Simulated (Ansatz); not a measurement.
Ansatz (an electronic-structure program) input (CCSD(T)/aug-cc-pV(D+d)Z):
A basis named .json is the Basis Set Exchange file of that set.

Ansatz 0.2 input:
```yaml
crystal:
  periodic: [false, false, false]
  atoms:
    - {symbol: C, position_ang: [-0.62176241, 1.64875860, 0.51902439]}
    - {symbol: B, position_ang: [-0.40386817, 0.14197737, 0.12413826]}
    - {symbol: C, position_ang: [-1.61278433, -0.86321746, 0.16781543]}
    - {symbol: Si, position_ang: [1.36791159, -0.48088089, -0.42045938]}
    - {symbol: H, position_ang: [-1.53193160, 2.04891947, 0.05891907]}
    - {symbol: H, position_ang: [-0.79394300, 1.70140076, 1.60223498]}
    - {symbol: H, position_ang: [0.20409860, 2.32364583, 0.29090266]}
    - {symbol: H, position_ang: [-2.30039054, -0.61360688, -0.65111972]}
    - {symbol: H, position_ang: [-1.35704619, -1.91833420, 0.06348255]}
    - {symbol: H, position_ang: [-2.19583914, -0.73844464, 1.08689781]}
    - {symbol: H, position_ang: [2.55982775, 0.39042723, -0.54123029]}
    - {symbol: H, position_ang: [1.69108314, -1.88480875, -0.76538587]}
basis:
  gaussian:
    orbitals: aug-cc-pV_D+d_Z.json
magnetization: {spin_polarized: true, initial_magnetization: 1}
correlation: {method: ccsd_t, electrons: outside_noble_gas}
```

Output:

```
Functional definition: HF
integrals: 1.08 GiB planned
1722 factors; integrals over basis functions are off by at most 6.9e-4 eV
1.04 GiB of device memory are held for the factors and their scratch space
mean field: 0.88 GiB planned
mean field evaluation 1: about -10715.7304 eV, gradient 2.9e1 eV
mean field evaluation 2: about -10715.7304 eV, gradient 2.9e1 eV
mean field evaluation 4: about -10720.8249 eV, gradient 2.7e0 eV
mean field evaluation 8: about -10720.9435 eV, gradient 1.9e-1 eV
mean field evaluation 16: about -10720.9268 eV, gradient 7.2e-1 eV
mean field evaluation 32: about -10716.3481 eV, gradient 1.8e-2 eV
mean field -10720.94498099 eV, -393.9874611339 hartree, gradient 1.7e-6 eV, S^2 0.766027; 0 other end points of the search recorded, 0 dependent functions left out
8 core orbitals not correlated
reference -10720.94498099 eV, -393.9874611339 hartree; 12, 11 occupied and 153, 154 virtual orbitals, 1722 factors
second order -13.06892103 eV of doubles, -0.00000000 eV of singles
coupled cluster: 5.68 GiB planned
cycle   1  -14.31411365 eV  change    -1.2e0 eV  update   8.9e-2
cycle   2  -14.77677415 eV  change   -4.6e-1 eV  update   2.9e-2
cycle   3  -14.83175980 eV  change   -5.5e-2 eV  update   1.1e-2
cycle   4  -14.82897308 eV  change    2.8e-3 eV  update   4.5e-3
cycle   5  -14.82774641 eV  change    1.2e-3 eV  update   1.9e-3
cycle   6  -14.82769952 eV  change    4.7e-5 eV  update   8.6e-4
cycle   7  -14.82779519 eV  change   -9.6e-5 eV  update   3.3e-4
cycle   8  -14.82787929 eV  change   -8.4e-5 eV  update   1.3e-4
cycle   9  -14.82788105 eV  change   -1.8e-6 eV  update   5.1e-5
cycle  10  -14.82786699 eV  change    1.4e-5 eV  update   1.7e-5
perturbative correction -0.48749705 eV, -0.0179151861 hartree
Total energy: -10736.26034503 eV, -394.5502903812 hartree
```

It need not be the lowest isomer of its formula.
